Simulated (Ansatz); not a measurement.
Isolated molecules relaxed with PBE0-D4/def2-TZVP in Ansatz; ΔE leaves out vibrations. CCSD(T)/CBS adds triple-zeta CCSD(T) − MP2 to the extrapolated MP2 energy (def2 sets, frozen cores). This one scheme is used for every species. DFT in def2-TZVPP. B3LYP here is the variant with VWN-RPA as its local correlation; programs differ in this. HSE06 is defined as in plane-wave codes. For Ge outer-core shells are correlated without core-valence functions, which leaves a few kJ/mol of doubt a bond. Scalar relativity is left out up to krypton. One conformer a species, not always the lowest.

`[SiH3][SiH2][NH][GeH3]` + H–F → `F[SiH2][SiH3]` + `[NH2][GeH3]`  (ligand exchange at the Si–N bond)

Question: Is it downhill or uphill in electronic energy at CCSD(T)/CBS, and by how much? (Estimate.)

Answer: The calculation gave: Downhill: ΔE = -64.8 kJ/mol.

Question: What do these levels give: revPBE-D4, r2SCAN-D4, ωB97X-V, B3LYP, HSE06, LC-ωPBE, RPA@PBE/def2-TZVPP, CCSD/def2-SVP, SCS-MP2/def2-TZVPP, CCSD(T)/def2-TZVPP, MP2/def2-QZVPP, CCSD/CBS(def2)? (Best estimate.)

Answer: Ansatz gave: revPBE-D4 -60.8, r2SCAN-D4 -73.5, ωB97X-V -72.6, B3LYP -83.5, HSE06 -70.5, LC-ωPBE -72.6, RPA@PBE/def2-TZVPP -66.9, CCSD/def2-SVP -63.9, SCS-MP2/def2-TZVPP -68.1, CCSD(T)/def2-TZVPP -64.7, MP2/def2-QZVPP -62.0, CCSD/CBS(def2) -68.0 kJ/mol.

Largest T1 diagnostic among the species: 0.012.

From BLYP to BHLYP (50 % exact exchange), in def2-TZVPP and without D4, ΔE moves by +4.4 kJ/mol. Leaving LDA and LC-ωPBE aside and taking each functional with its dispersion term where it has one, the values, not all of them listed here, spread over 16.4 kJ/mol, from B97M-V to revPBE-D4. LDA lies +9.9 kJ/mol from PBE without D4. The D4 term adds +12.9 kJ/mol with B3LYP and +7.3 kJ/mol with PBE0; it sums over pairs of atoms, weighted by their polarisabilities, and B3LYP, whose exchange is more repulsive, gets the larger term.
